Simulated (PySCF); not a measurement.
The same groups moved round the core (propene chloro+silyl). All species are isolated molecules in the gas phase. One relaxed conformer stands for each flexible species; it need not be the lowest. Strings in code marks are SMILES.

The HOMO–LUMO gap from two functionals at the same geometries (CAM-B3LYP-D3(BJ)/def2-TZVP), both in PySCF: PBE-D3(BJ)/def2-TZVP and CAM-B3LYP-D3(BJ)/def2-TZVP. 

```
species                                   PBE-D3(BJ)/def2-TZVP (eV)
----------------------------------------  -------------------------
`C/C(Cl)=C\[SiH3]`                                             4.65
`C/C=C(\[SiH3])Cl`                                             4.53
`[SiH3]C/C=C/Cl` (Si–C–C–C torsion 109°)                       4.75
`[SiH3]C/C=C\Cl` (Si–C–C–C torsion 96°)                        4.88
```

Task: What does CAM-B3LYP-D3(BJ)/def2-TZVP give for each?

Result: 
- `C/C(Cl)=C\[SiH3]`: 9.11
- `C/C=C(\[SiH3])Cl`: 9.04
- `[SiH3]C/C=C/Cl` (Si–C–C–C torsion 109°): 9.25
- `[SiH3]C/C=C\Cl` (Si–C–C–C torsion 96°): 9.38
Over these rows, drawn at random from the members with no instability flagged (it was tested for open shells, ions and some series alone), PBE minus CAM-B3LYP-D3(BJ): mean -4.49 eV, from -4.51 eV to -4.47 eV.
